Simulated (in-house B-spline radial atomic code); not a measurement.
Sb. Computed with a B-spline radial atomic code. Model: non-relativistic spherical atom: semilocal Troullier-Martins pseudo-atom, one channel per l, against all electrons, high spin, G0W0 and RPA with empty states to l = 8, local potential for every l without a channel, a model core (radius 0 = none) keeps its share of the functional.

Without relativity these are model numbers for so heavy an element.

What the tables leave out is listed at the end.

The pseudopotential gives back the lowest level of each angular momentum of its own functional in the configuration it was made in; a second state of the same l is only approximately right. Exact exchange, RPA and GW see the smooth pseudo-orbitals and miss the exchange with the core, for which the functional's share stands in. The column with an uncorrelated core keeps all orbitals and exact exchange, and so separates missing core correlation from pseudisation. Only the three outermost levels and the lowest empty one were computed. RPA here is direct RPA, with no exchange kernel, and its energies carry an (l + 1/2)⁻⁴ tail. A hybrid on a potential with a model core restores only its own semilocal share of the core's exchange.

Command:
```bash
python run_psgw.py task.json out
```
Settings (lengths in bohr, energies in hartree):
```
Z                      51
electrons              51
configuration          [Kr] 4d10 5s2 5p3
generated_in           [Kr] 4d10 5s2 5p3
functional             pbe,pbe
core_shells            7
radius_factor          1
core_correction        True
```

Run time, properties included: 52 s on 1 thread of Arm Neoverse N1 (shared host).

Given: made with PBE; model core radius 0.534 bohr; local radius 0.959 bohr; mean-field start PBE.

Valence shells of the generating configuration: 4p, 4d, 5s, 5p.

Channel: s 1.975, p 0.78, d 0.842 (radii in bohr).

Computed: largest level miss in the spin-unpolarised generating configuration 0.078 eV; valence RPA correlation energy pseudo -1.4815 hartree; all-electron RPA polarisability, core included 39.804 bohr³; pseudo-atom RPA polarisability 38.897 bohr³.

```
          level  occupied  mean-field all-electron (eV)  mean-field pseudo minus all (eV)  G0W0 all-electron (eV)  G0W0 uncorrelated core minus all (eV)  G0W0 pseudo minus all (eV)  exchange self-energy all-electron (eV)  exchange self-energy pseudo (eV)
          5p up         1                       -5.5335                            -0.082                 -8.9157                                  0.013                      -0.016                                 -14.638                           -13.838
5p down (empty)         0                       -3.6126                            -0.082                  -1.359                                  0.014                       0.045                                 -4.1799                           -3.3246
```

Task: What is the valence RPA correlation energy all-electron orbitals?

Result: -1.3028 hartree.

Given: mean-field start PBE0.

Computed: valence RPA correlation energy pseudo -1.418 hartree; all-electron RPA polarisability, core included 33.669 bohr³; pseudo-atom RPA polarisability 33.73 bohr³.

| level | occupied | mean-field all-electron (eV) | mean-field pseudo minus all (eV) | G0W0 all-electron (eV) | G0W0 uncorrelated core minus all (eV) | G0W0 pseudo minus all (eV) | exchange self-energy all-electron (eV) | exchange self-energy pseudo (eV) |
| --- | --- | --- | --- | --- | --- | --- | --- | --- |
| 5p up | 1 | -6.5875 | 0.026 | -9.1906 | 0.015 | 0.078 | -14.681 | -13.763 |
| 5s down | 1 | -11.48 | -0.541 | -14.215 | -0.016 | -1.276 | -14.529 | -15.384 |
| 5p down (empty) | 0 | -2.7105 | 0.029 | -1.1007 | 0.014 | 0.086 | -3.8437 | -3.0313 |

Task: What is the valence RPA correlation energy all-electron orbitals?

Result: -1.2404 hartree.

Among the listed levels the largest G0W0 shift of the pseudo-atom is -1.28 eV, for 5s down on the PBE0 start, while leaving the core uncorrelated moves that level by -0.02 eV. So pseudisation and the lost core exchange, not the missing core correlation, make the error. Not in the tables (levels of low weight, unsolved or above zero; the highest and the empty levels are kept at any weight): on PBE the G0W0 levels 5s down (pseudo minus all -0.92 eV, weights 0.67 and 0.76), 5s up (pseudo minus all -1.25 eV, weights 0.08 and 0.07); on PBE0 the G0W0 levels 5s up (pseudo minus all +0.92 eV, weights 0.03 and 0.08); no Hartree-Fock pseudo-atom is run with a model core.
